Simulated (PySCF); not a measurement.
Si(F)3(SiH3) (F3H3Si2), SMILES F[Si](F)(F)[SiH3].

Geometry: PBE0-D3(BJ)/def2-SVP.

These are PBE0-D3(BJ)/def2-SVP in PySCF values and carry that method's errors.

Frequencies are harmonic and unscaled.

Modes within 1.5 cm⁻¹ of each other (mostly degenerate sets) share a row, with their intensities summed.

Give all harmonic wavenumbers and intensities. (An estimate is asked for; the answer gives what the named calculation found.)


| mode | ν (cm⁻¹) | IR (km/mol) | Raman (Å⁴/amu) | depolarisation | moving atoms (share of kinetic energy) |
|---|---|---|---|---|---|
| 1 | 93 | 0.0 | 0.0 | – | H 95 % |
| 2–3 | 134 | 3.3 | 0.8 | 0.75 | F 66 %, Si 23 %, H 11 % |
| 4–6 | 296 | 82.2 | 5.8 | 0.75 | F 82 %, Si 14 % |
| 7 | 496 | 61.9 | 6.9 | 0.06 | Si 58 %, F 38 % |
| 8–9 | 530 | 19.9 | 16.7 | 0.75 | H 81 %, Si 14 % |
| 10 | 824 | 335.8 | 3.2 | 0.43 | H 42 %, F 39 %, Si 19 % |
| 11 | 897 | 0.0 | 3.9 | 0.60 | H 49 %, F 26 %, Si 25 % |
| 12–13 | 921 | 26.8 | 47.5 | 0.75 | H 94 % |
| 14–15 | 977 | 329.0 | 4.6 | 0.75 | F 49 %, Si 47 % |
| 16 | 2243 | 24.9 | 234.7 | 0.02 | H 99 % |
| 17–18 | 2258 | 123.2 | 194.2 | 0.75 | H 96 % |
